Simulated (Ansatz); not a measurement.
Total energies of SnH(NHtBu)3 (C12H31N3Sn) from Ansatz at PBE0-D4/def2-TZVP, gas phase (1 Eh = 27.2114 eV = 2625.5 kJ/mol). The reference geometry is relaxed at PBE-D4/def2-SVP.

| state | geometry | energy (Eh) |
| --- | --- | --- |
| charge 0 singlet | reference | -854.01713 |
| charge 1 doublet | reference | -853.73299 |
| charge -1 doublet | reference | -853.97987 |
| free Sn atom (triplet) | – | -214.25870 |
| free H atom (doublet) | – | -0.50104 |
| free N atom (quartet) | – | -54.54382 |
| free C atom (triplet) | – | -37.80537 |

In the def2 sets Sn takes a core potential; there is no spin–orbit coupling. Single mean-field runs in def2-TZVP are fitted with def2-universal-jkfit.

(1) Work out the vertical ionisation energy to the doublet.

(2) Work out the vertical electron affinity, to the doublet.

(3) Give the fundamental gap IE − EA, the Mulliken electronegativity (IE + EA)/2 and the hardness (IE − EA)/2.

(4) What is the binding energy per atom against free atoms?

(1) E(charge 1 doublet) − E(charge 0 singlet) = -853.73299 − (-854.01713) = 0.28414 Eh = 7.73 eV. For comparison, −ε of the highest occupied level is 6.34 eV at this level, 1.39 eV less.

(2) E(charge 0 singlet) − E(charge -1 doublet) = -854.01713 − (-853.97987) = -0.03726 Eh = -1.01 eV; negative, so the extra electron isn't bound. The basis lacks diffuse functions, which makes affinities too small.

(3) From the values in Eh: IE − EA = 0.28414 − (-0.03726) = 0.32140 Eh = 8.75 eV; (IE + EA)/2 = 3.36 eV; (IE − EA)/2 = 4.37 eV. The HOMO–LUMO gap of the same run is 6.26 eV, 2.49 eV smaller than the fundamental gap.

(4) Atoms: 1 × (-214.25870) + 31 × (-0.50104) + 3 × (-54.54382) + 12 × (-37.80537) = -847.08684 Eh. Binding: -847.08684 − (-854.01713) = 6.93029 Eh = 188.58 eV, or 4.01 eV for each of 47 atoms (no zero-point energy, no counterpoise term).

At PBE0-D4/def2-TZVP the highest occupied level of the charge -1 doublet lies above zero (up to 2.21 eV). By energy differences it is unbound by 1.01 eV (vertical, against the charge 0 singlet, at PBE0-D4/def2-TZVP) and held by the finite basis.
